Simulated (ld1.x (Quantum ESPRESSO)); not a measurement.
# How hard is this Se TM potential?

selenium (Se), norm-conserving Troullier–Martins (Kleinman–Bylander form), made with ld1.x (Quantum ESPRESSO) 7.5 (PBE, scalar-relativistic). Core [Ne] 3s2, reference 3p6 3d10 4s2 4p4. Waves: 4s (bound): rc 1.35 bohr; 3p (bound): rc 0.50 bohr; 3d (bound): rc 0.75 bohr. Local part: all-electron potential smoothed inside 0.55 bohr (lloc = -1). Core correction: none.

Occupied shells without a wave of their own: 4p. They enter only through the test configuration that unscreens the potential.

The pseudo-atom Hamiltonian at the reference potential is diagonalised in spherical Bessel functions j_l(qr) that vanish at 20 bohr, with q² up to the cutoff. All-electron valence levels (Ry): 4s -1.2706, 3p -11.2438, 4p -0.4786, 3d -3.9046.

**Question.** How do the lowest levels (Ry) of each channel move with the cutoff, and are there ghosts?

**Answer.**

```
cutoff (Ry)      s #1     s #2      p #1     p #2     d #1    f #1    f #2  Σ f·Δε (mRy)
          8   -1.2926  -0.0666   -2.2367  -0.0102   0.0646  0.1158  0.2448       95651.8
         25  -13.2564  -1.2549   -6.8890  -0.1816   0.0401  0.1158  0.2448       66794.8
         50  -32.5294  -1.2698  -10.0847  -0.3749  -0.3261  0.1158  0.2448       43155.6
        100  -43.0926  -1.2705  -11.2040  -0.4785  -1.3715  0.1158  0.2448       25570.1
        180  -46.7814  -1.2706  -11.2272  -0.4830  -3.1186  0.1158  0.2448        7941.8
        400  -47.3130  -1.2706  -11.2414  -0.4833  -3.9041  0.1158  0.2448           0.0
```

Result: ghost state, extra bound levels that the all-electron valence spectrum of the same l lacks: s at -643.7 eV (a true bound ghost makes a file unfit for plane-wave use); 10 mRy is reached at over 300 Ry and 1 mRy at over 300 Ry.

Its largest configuration-test error is -584 meV.
